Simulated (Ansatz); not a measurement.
A trace of molecular dynamics of BCl₃H₂ (6 atoms, charge 0, multiplicity 1).

These are results of RKS B3LYP-D4/def2-SVP in Ansatz, not measurements.

```yaml
ensemble: NVE (velocity Verlet)
starting_velocities_drawn_for: 100 K
seed: 7912
```

| time (fs) | T (K) | potential energy less start (eV) | conserved less start (meV/atom) |
| --- | --- | --- | --- |
| 0 | 100 | 0.000 | 0.00 |
| 4 | 60 | 0.021 | 0.02 |
| 8 | 58 | 0.022 | 0.02 |
| 12 | 146 | -0.024 | 0.01 |
| 16 | 279 | -0.092 | 0.01 |
| 20 | 602 | -0.260 | -0.01 |
| 24 | 944 | -0.436 | 0.02 |
| 28 | 1365 | -0.654 | -0.05 |
| 32 | 1596 | -0.774 | -0.03 |
| 36 | 1629 | -0.790 | 0.01 |
| 40 | 1709 | -0.832 | -0.04 |
| 44 | 1660 | -0.807 | -0.01 |
| 48 | 1597 | -0.774 | 0.02 |
| 52 | 1696 | -0.825 | -0.02 |
| 56 | 1736 | -0.846 | -0.02 |
| 60 | 1716 | -0.836 | 0.00 |
| 64 | 1741 | -0.848 | 0.01 |
| 68 | 1706 | -0.831 | -0.01 |
| 72 | 1708 | -0.832 | -0.02 |
| 76 | 1724 | -0.840 | 0.02 |
| 80 | 1684 | -0.819 | -0.01 |
| 84 | 1650 | -0.802 | -0.03 |
| 88 | 1601 | -0.776 | 0.04 |
| 92 | 1618 | -0.785 | 0.00 |
| 96 | 1693 | -0.824 | -0.04 |
| 100 | 1724 | -0.840 | 0.03 |

**Question.** Can this run be trusted? Judge the integration.

**Answer.** The conserved energy stayed within 0.06 meV per atom of its start (net change 0.025 meV per atom), so the integration is sound. The kinetic energy rose, since the run started high on the potential surface and went downhill. It ends in pieces (BCl2H + ClH), so much of that is their flight and rotation, not heat. A run of 0.1 ps of so small a system gives no equilibrium averages. The orbitals stay closed-shell, which can raise the energy where a bond breaks towards radicals; this wasn't checked here. The time step was 0.5 fs.

Run time: 7.6 min on 1 thread of Arm Neoverse V2, on a shared host, peak memory 0.17 GiB.
